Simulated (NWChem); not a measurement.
System: C$_{3}$H$_{7}$Si, doublet; SMILES [CH]1CC[SiH2]1

Output (shortened):

```
             Northwest Computational Chemistry Package (NWChem) 7.3.0
             --------------------------------------------------------

                             Geometry "geometry" -> ""
                             -------------------------

 Output coordinates in angstroms (scale by  1.889725989 to convert to a.u.)

  No.       Tag          Charge          X              Y              Z
 ---- ---------------- ---------- -------------- -------------- --------------
    1 C                    6.0000     1.20505500     0.35789600    -0.00007000
    2 C                    6.0000     0.10130300     1.38321600     0.00146600
    3 C                    6.0000    -1.15776600     0.46180100     0.00035800
    4 Si                  14.0000     0.00132900    -1.05333000    -0.00174600
    5 H                    1.0000     2.27578000     0.57940100    -0.00112700
    6 H                    1.0000     0.14201600     2.05779800    -0.87702500
    7 H                    1.0000     0.14212700     2.05388500     0.88298000
    8 H                    1.0000    -1.79404100     0.57913500     0.88987300
    9 H                    1.0000    -1.79451900     0.58092800    -0.88858000
   10 H                    1.0000    -0.03366900    -1.94942300     1.20091600
   11 H                    1.0000    -0.03316800    -1.94448200    -1.20811000

 Effective nuclear repulsion energy (a.u.)     158.3689552265

                                 NWChem DFT Module
                                 -----------------

 Summary of "ao basis" -> "ao basis" (spherical)
 ------------------------------------------------------------------------------
       Tag                 Description            Shells   Functions and Types
 ---------------- ------------------------------  ------  ---------------------
 C                          def2-svp                 6       14   3s2p1d
 Si                         def2-svp                 8       18   4s3p1d
 H                          def2-svp                 3        5   2s1p

 in cosmo_initialize ...
 calling solv_data for solv:dmso

 solvent parameters
 solvname_short: dmso
 solvname_long:  dimethylsulfoxide
 dielec:       46.8260
 dielecinf:     2.0079
 nonaqueous SMD model solvent descriptors
 dielec:       46.8260
 sola:          0.0000
 solb:          0.8800
 solc:          0.0000
 solg:         61.7800
 solh:          0.0000
 soln:          1.4170

          ---------------
          -cosmo- solvent
          ---------------
 Cosmo: York-Karplus, doi: 10.1021/jp992097l
 dielectric constant -eps-     =  46.83
 screen = (eps-1)/(eps    )    =   0.97864
 surface charge correction     = lagrangian

   van der Waals surface
 --------------------------

[...]

                                COSMO-SMD solvation results
                                ---------------------------

             internal energy in gas <Psi(g)|H|Psi(g)> =      -407.673135573441
         internal energy in solvent <Psi(s)|H|Psi(s)> =      -407.672971074712
                               delta internal energy  =         0.000164498729 (    0.10 kcal/mol)
   total free energy in solvent <Psi(s)|H+V/2|Psi(s)> =      -407.674681232796
 polarization energy contribution <Psi(s)|V/2|Psi(s)> =        -0.001710158084 (   -1.07 kcal/mol)
    total free energy in solvent including G(SMD-CDS) =      -407.672941970877
                       G(SMD-CDS) energy contribution =         0.001739261919 (    1.09 kcal/mol)
     1 M fixed-concentration free energy of solvation =         0.000193602564 (    0.12 kcal/mol)

                    DFT Final Alpha Molecular Orbital Analysis
                    ------------------------------------------

 Vector   18  Occ=1.000000D+00  E=-3.692369D-01
              MO Center=  3.9D-01,  8.6D-02, -4.5D-04, r^2= 2.8D+00
   Bfn.  Coefficient  Atom+Function         Bfn.  Coefficient  Atom+Function
  ----- ------------  ---------------      ----- ------------  ---------------
     5      0.332158   1 C  py               32      0.251698   3 C  px
    50     -0.222065   4 Si px                4      0.205655   1 C  px
    61      0.192800   5 H  s                 8      0.181250   1 C  py
    19     -0.164646   2 C  py                3     -0.163546   1 C  s
    35      0.153843   3 C  px               53     -0.141434   4 Si px

 Vector   19  Occ=1.000000D+00  E=-3.406849D-01
              MO Center= -4.9D-01,  3.3D-03, -2.9D-04, r^2= 2.9D+00
   Bfn.  Coefficient  Atom+Function         Bfn.  Coefficient  Atom+Function
  ----- ------------  ---------------      ----- ------------  ---------------
    33      0.378047   3 C  py               36      0.239398   3 C  py
    19     -0.225252   2 C  py               51     -0.217171   4 Si py
    22     -0.161934   2 C  py               31     -0.157841   3 C  s
    54     -0.150550   4 Si py               17      0.143905   2 C  s
    86      0.138288  10 H  s                91      0.138176  11 H  s

 Vector   20  Occ=1.000000D+00  E=-2.643589D-01
              MO Center=  9.1D-01,  3.3D-01,  8.1D-05, r^2= 2.5D+00
   Bfn.  Coefficient  Atom+Function         Bfn.  Coefficient  Atom+Function
  ----- ------------  ---------------      ----- ------------  ---------------
     6      0.537214   1 C  pz                9      0.476336   1 C  pz
    66      0.174913   6 H  s                71     -0.175281   7 H  s
    87     -0.167362  10 H  s                92      0.167493  11 H  s
    67      0.136468   6 H  s                72     -0.136678   7 H  s
    20     -0.131183   2 C  pz               86     -0.118295  10 H  s

 Vector   21  Occ=0.000000D+00  E= 5.676034D-02
              MO Center= -4.7D-02, -1.1D+00, -1.8D-03, r^2= 4.1D+00
   Bfn.  Coefficient  Atom+Function         Bfn.  Coefficient  Atom+Function
  ----- ------------  ---------------      ----- ------------  ---------------
    31      1.302613   3 C  s                53      1.225800   4 Si px
     3     -0.946300   1 C  s                21      0.327920   2 C  px
    36     -0.270038   3 C  py               77     -0.257268   8 H  s
    82     -0.257032   9 H  s                62      0.249468   5 H  s
     8      0.211443   1 C  py               35      0.190863   3 C  px

 Vector   22  Occ=0.000000D+00  E= 8.818793D-02
              MO Center= -2.6D-01, -2.1D-01,  2.5D-05, r^2= 6.3D+00
   Bfn.  Coefficient  Atom+Function         Bfn.  Coefficient  Atom+Function
  ----- ------------  ---------------      ----- ------------  ---------------
    54      1.598531   4 Si py               31     -1.420751   3 C  s
    17     -1.039564   2 C  s                 3     -0.923156   1 C  s
    46      0.704841   4 Si s                87      0.597200  10 H  s
    92      0.598923  11 H  s                67      0.590999   6 H  s
    72      0.591349   7 H  s                77      0.523029   8 H  s

 Vector   23  Occ=0.000000D+00  E= 1.232703D-01
              MO Center= -5.4D-01,  2.2D-02,  1.9D-03, r^2= 5.6D+00
   Bfn.  Coefficient  Atom+Function         Bfn.  Coefficient  Atom+Function
  ----- ------------  ---------------      ----- ------------  ---------------
    55      1.123433   4 Si pz               87     -0.825230  10 H  s
    92      0.821837  11 H  s                77     -0.816239   8 H  s
    82      0.816130   9 H  s                67      0.533805   6 H  s
    72     -0.536353   7 H  s                37      0.479603   3 C  pz
    23      0.456212   2 C  pz                9     -0.426128   1 C  pz

                     DFT Final Beta Molecular Orbital Analysis
                     -----------------------------------------

 Vector   17  Occ=1.000000D+00  E=-3.898111D-01
              MO Center= -2.6D-01, -1.2D+00, -2.2D-03, r^2= 3.3D+00
   Bfn.  Coefficient  Atom+Function         Bfn.  Coefficient  Atom+Function
  ----- ------------  ---------------      ----- ------------  ---------------
    86      0.287572  10 H  s                91     -0.287595  11 H  s
    52      0.255864   4 Si pz               34     -0.194620   3 C  pz
    55      0.187868   4 Si pz               87      0.173266  10 H  s
    92     -0.173296  11 H  s                76     -0.156110   8 H  s
    81      0.155733   9 H  s                49     -0.143104   4 Si pz

[...]
```

Level: M06-2X/def2-SVP, spin-unrestricted, SMD on the gas-phase geometry. Structure relaxed at the PBE0/def2-SVP, spin-unrestricted level. No frequency run checked for a minimum. No stability test was run on the SCF state. Solvent: dimethyl sulfoxide.

Write an input that gives this output.

Several could match; the one computed here: the input that was run:
```
start job
memory heap 200 mb stack 900 mb global 1100 mb
geometry units angstroms noautosym nocenter noautoz
  C      1.205055     0.357896    -0.000070
  C      0.101303     1.383216     0.001466
  C     -1.157766     0.461801     0.000358
  Si     0.001329    -1.053330    -0.001746
  H      2.275780     0.579401    -0.001127
  H      0.142016     2.057798    -0.877025
  H      0.142127     2.053885     0.882980
  H     -1.794041     0.579135     0.889873
  H     -1.794519     0.580928    -0.888580
  H     -0.033669    -1.949423     1.200916
  H     -0.033168    -1.944482    -1.208110
end
basis spherical
  * library def2-svp
end
dft
  odft
  mult 2
  xc m06-2x
  iterations 150
end
cosmo
  do_cosmo_smd true
  solvent dmso
end
task dft energy
```
